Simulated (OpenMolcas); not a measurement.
**Predicting a hybrid from its neighbours: GaSiH3F2**

GaSiH3F2: 7 atoms, total charge 0, spin state singlet. As SMILES, `[F][Ga]([F])[SiH3]`. The shape is that of a PBE0-D4/def2-TZVP optimisation.

The vertical energy of the triplet above the singlet y, in eV, basis 6-31G(d); a is the functional's share of exact exchange. Programs: OpenMolcas 26.06.

```
functional     program     a  y (eV)
    revPBE  OpenMolcas     0    5.01
    r2SCAN  OpenMolcas     0    5.10
     B3LYP  OpenMolcas   0.2       ?
      PBE0  OpenMolcas  0.25    5.30
     BHLYP  OpenMolcas   0.5    5.58
```

Fit y = c + s·a to the known rows and predict B3LYP.


1. Means of the 4 rows: a = 0.1875, y = 5.247.
2. Σ(Δa)² = 0.17188, Σ(Δa·Δy) = 0.17938, so the slope is 0.17938/0.17188 = 1.0436.
3. Intercept: 5.247 − (1.0436) × 0.1875 = 5.051. The largest residual of the fit is 0.048.
4. B3LYP: 5.051 + (1.0436) × 0.2 = 5.26 eV.

The run gave 5.34 eV, so the prediction is off by -0.08 eV, more than the largest residual. The rows mix families of semi-local functionals, which the line can't see.
